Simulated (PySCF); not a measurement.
Species: C2H13BSi4.
Z-matrix (Å and degrees, PBE0-D3(BJ)/def2-SVP geometry), rows numbered from 1:
```
C 
B   1  1.5669
C   2  1.5672  1  120.40
Si  2  2.0237  1  120.00  3  -179.43
Si  4  2.3722  2  111.20  1  -140.96
Si  5  2.3630  4   89.37  2   -87.40
Si  6  2.3618  5   86.49  4   -22.20
H   1  1.1003  2  114.84  3  -146.52
H   1  1.1095  2  104.92  3    98.23
H   1  1.1016  2  114.21  3   -18.13
H   3  1.1094  2  104.65  1    81.79
H   3  1.0991  2  116.79  1  -160.67
H   3  1.1026  2  112.74  1   -32.40
H   4  1.4991  2  115.83  1    -6.63
H   5  1.4970  4  118.59  2    35.69
H   5  1.4984  4  110.44  2   162.14
H   6  1.4976  5  111.44  4    89.53
H   6  1.4962  5  118.68  4  -143.10
H   7  1.4969  4  118.60  2   -34.03
H   7  1.4984  4  110.42  2  -160.47
```

Theory: PySCF, TDDFT wB97X-D/def2-SVPD, vertical, gas phase, core orbitals frozen in the response.

Frontier orbitals with the atoms that hold most of them (Löwdin shares over 4%, at most four atoms; ? is withheld):

```
orbital  ε (eV)                               atoms
 HOMO-3   -9.98   Si4 23%, H14 15%, B2 12%, Si6 12%
 HOMO-2   -9.37  Si5 22%, Si7 22%, Si6 16%, Si4 12%
 HOMO-1   -9.08                                   ?
   HOMO   -8.91                                   ?
   LUMO       ?       B2 34%, Si4 16%, C1 9%, C3 8%
 LUMO+1    0.87  Si6 19%, Si7 17%, Si5 17%, Si4 13%
 LUMO+2    1.26  Si7 17%, Si5 17%, Si6 15%, Si4 14%
```

(1) Which atoms hold the HOMO, and with what shares?

(2) Give the leading atoms of the HOMO-1.

(3) What is the LUMO energy, and the HOMO–LUMO gap?

Results:

(1) Si4 (bonded to B, 2 Si and H) 26%; B2 (bonded to 2 C and Si) 16%; Si7 (bonded to 2 Si and 2 H) 13%; Si6 (bonded to 2 Si and 2 H) 11%. By element: silicon 50% or more, boron 16%.

(2) Si5 (bonded to 2 Si and 2 H) 22%; Si4 (bonded to B, 2 Si and H) 22%; Si6 (bonded to 2 Si and 2 H) 20%; Si7 (bonded to 2 Si and 2 H) 19%.

(3) ε(LUMO) = 0.26 eV; the gap is 9.17 eV (0.3370 hartree).

**Question.** The HOMO–LUMO gap is 9.17 eV. Where does the response calculation put the lowest singlet, and from which orbitals?

**Answer.** S1 is at 4.55 eV (f = 0.0046), 4.63 eV below the gap, made of HOMO→LUMO (84%), HOMO-3→LUMO (10%). Without the coupling terms of the response equations the lowest excitation would equal the gap.

**Question.** Give energy, strength and leading configuration of S1 and S2, and follow the Löwdin shares of the leading atoms from the occupied to the empty orbital.

**Answer.** 
- S1 (4.55 eV, f 0.0046), HOMO→LUMO (84%): Si4 26% → 16%, B2 16% → 34%
- S2 (5.25 eV, f 0.0042), HOMO-1→LUMO+1 (94%): Si5 22% → 17%, Si4 22% → 13%, Si6 20% → 19%, Si7 19% → 17%

One conformer stands for the species.
